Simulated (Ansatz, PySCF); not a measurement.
Gas-phase reaction 4 R1 + R2 → 2 P1 + 3 P2, each structure at its B3LYP-D3(BJ)/def2-TZVP stationary point, reached from a drawn start (curvature not checked).
R1: H2 (SMILES [H][H]), charge 0, multiplicity 1.
P1: NH3 (SMILES N), charge 0, multiplicity 1.
P2: SiH4 (SMILES [SiH4]), charge 0, multiplicity 1.
R2: H10N2Si3 (SMILES [SiH3]N[SiH2]N[SiH3]), charge 0, multiplicity 1.

P less R. No zero-point or thermal terms. One arrangement of each flexible species, with no search for the lowest.

Codes used: Ansatz (a quantum-chemistry and plane-wave program); PySCF for M06-2X and the D3/D4 terms. No computed number here is a measurement.

**Question.** One of these levels gives 32.08 kcal/mol for the reaction energy. Which?
A) M06-2X/def2-TZVPP
B) BLYP-D4/def2-TZVPP
C) PBE-D3(BJ)/def2-TZVPP
D) BLYP/def2-TZVPP

**Answer.** B, BLYP-D4/def2-TZVPP. The others give 26.89 (PBE-D3(BJ)/def2-TZVPP), 20.33 (BLYP/def2-TZVPP), 40.29 (M06-2X/def2-TZVPP)
